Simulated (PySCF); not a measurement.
Gas-phase reaction: 3 WF5OH + 3 F2O ⇌ 3 WF6 + 2 O3 + 3 HF

Method: PySCF energies (xtb for GFN2) plus ideal-gas RRHO corrections (1 bar). † marks an energy on the PBE0/def2-TZVP geometry and frequencies; other levels use their own. MP2 freezes the core. All species are closed-shell singlets. W: scalar-relativistic def2 core potential, no spin-orbit coupling. WF5OH: computed as isolated molecules; such fragments, hydroxides, amides, oligomers or adducts are transient or little studied in the gas. MP2 isn't extrapolated to the basis-set limit; its ΔH°(298 K) is -827.7 kJ in def2-SVP and -852.3 kJ in def2-TZVPP. The harmonic model lacks anharmonicity and excited electronic states, which grow with temperature; levels with a mode under 35 cm⁻¹ are left out. Strong static correlation: O3. Soft modes under 120 cm⁻¹ make the harmonic entropy rough for WF5OH. Warning, point group unlike the PBE0 one: WF5OH (GFN2-xTB).

| level | ΔE electronic, kJ | ΔH°(298 K), kJ | ΔS°(298 K), J/K | ΔG°(1800 K), kJ |
|---|---|---|---|---|
| GFN2-xTB | -396 | -398 | 191 | -710 |
| HF/def2-TZVP† | -550 | -554 | 126 | -752 |
| MP2/def2-SVP† | -824 | -828 | 126 | -1026 |
| PBE0/def2-SVP† | -600 | -604 | 126 | -803 |
| r2SCAN/def2-TZVP† | -655 | -660 | 126 | -858 |
| LDA/def2-TZVP† | -629 | -633 | 126 | -831 |
ΔH° is lowest at MP2/def2-SVP† and highest at GFN2-xTB. No reference value is set beside these.
